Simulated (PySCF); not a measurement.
**Bond curve of KN⁺**

Set-up: K 6-31G(d,p), N 6-31G(d,p); no relativity (PySCF 2.14). Energies in eV from K⁺ + N in their ground configurations at the same level. State: ⁴Σ⁻ (quartet), unpaired electrons σ ↑, π ↑↑.

```tsv
R (Å)	UHF-CCSD
2.836	-0.0613
2.962	-0.0832
3.057	-0.0913
3.151	-0.0947
3.245	-0.0950
3.372	-0.0923
3.529	-0.0863
3.718	-0.0773
```

Put a parabola through the three lowest points of the UHF-CCSD curve and estimate Re, k and ωe (reduced mass 10.3 u; 1 eV/Å² = 0.16022 mdyn/Å; ωe = 1302.8·√(k/μ) cm⁻¹).

Through R = 3.151, 3.245, 3.372 Å the second-order coefficient is 0.111 eV/Å², so Re ≈ 3.212 Å, k ≈ 0.0355 mdyn/Å and ωe ≈ 76 cm⁻¹. A polynomial fit of higher order to the unrounded UHF-CCSD energies gives Re = 3.208 Å, k = 0.0430 mdyn/Å, ωe = 84.2 cm⁻¹; anharmonicity and rounding make the difference.

The higher-order fit for each curve: UHF-CCSD: Re = 3.208 Å, ωe = 84.2 cm⁻¹, De = 0.095 eV.

Correlated steps freeze 6 core orbitals. The bond is weak. Basis-set superposition, not corrected here, can be much of De in a small basis, most of all at correlated wavefunction levels. For an ion De counts to the pair picked by the measured ionisation energies or electron affinities, which need not be the lowest pair at this level. The state was picked by a PBE0 search and need not be the measured ground state.
